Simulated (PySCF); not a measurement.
**Orbital picture of WCl**

PBEsol at R = 2.283 Å; PySCF, scalar-relativistic core potentials, basis sets W def2-TZVPPD with ECP60, Cl def2-TZVPPD. State: ⁶Σ⁺ (sextet), unpaired electrons σ ↑, π ↑↑, δ ↑↑. Only the outer orbitals are listed, counted within each symmetry, core potentials removing the inner ones.

| spin | orbital | occ. | ε (eV) | on W (%) | main shells (%) |
| --- | --- | --- | --- | --- | --- |
| α | 7σ | 1 | -9.33 | 27 | 70 Cl p, 13 W d, 12 W s |
| α | 3π | 1 | -8.10 | 19 | 80 Cl p, 18 W d |
| α | 3π | 1 | -8.10 | 19 | 80 Cl p, 18 W d |
| α | 8σ | 1 | -5.93 | 100 | 71 W s, 28 W d |
| α | 1δ | 1 | -5.04 | 100 | 100 W d |
| α | 1δ | 1 | -5.04 | 100 | 100 W d |
| α | 4π | 1 | -4.67 | 83 | 80 W d, 16 Cl p |
| α | 4π | 1 | -4.67 | 83 | 80 W d, 16 Cl p |
| α | 9σ | 0 | -3.49 | 84 | 45 W d, 24 W p, 16 Cl p |
| α | 5π | 0 | -1.33 | 101 | 99 W p |
| α | 5π | 0 | -1.33 | 101 | 99 W p |
| β | 7σ | 1 | -8.98 | 18 | 79 Cl p, 10 W d |
| β | 3π | 1 | -7.74 | 8 | 92 Cl p |
| β | 3π | 1 | -7.74 | 8 | 92 Cl p |
| β | 8σ | 0 | -3.13 | 107 | 91 W s, 17 W d |
| β | 4π | 0 | -2.02 | 91 | 89 W d |
| β | 4π | 0 | -2.02 | 91 | 89 W d |

Q: Which are the highest filled and the lowest empty level, where do they sit, and how wide is the gap?

A: Highest filled α 4π at -4.67 eV (in %: 80 W d, 16 Cl p); lowest empty α 9σ at -3.49 eV (in %: 45 W d, 24 W p, 16 Cl p); the gap at PBEsol is 1.18 eV.

* bond order (Mayer): 1.21
* ⟨S²⟩: 8.761
* charge on W (Mulliken, basis-dependent): 0.25
* charge on W (Löwdin, basis-dependent): 0.13
* dipole moment (positive dipole means W(−)Cl(+)): -2.89 D

Shares are Mulliken populations and can fall outside 0 to 100 %.

Spin–orbit coupling is left out. With d or f electrons several states lie close, and the lowest PBE0 determinant need not be the measured ground state.
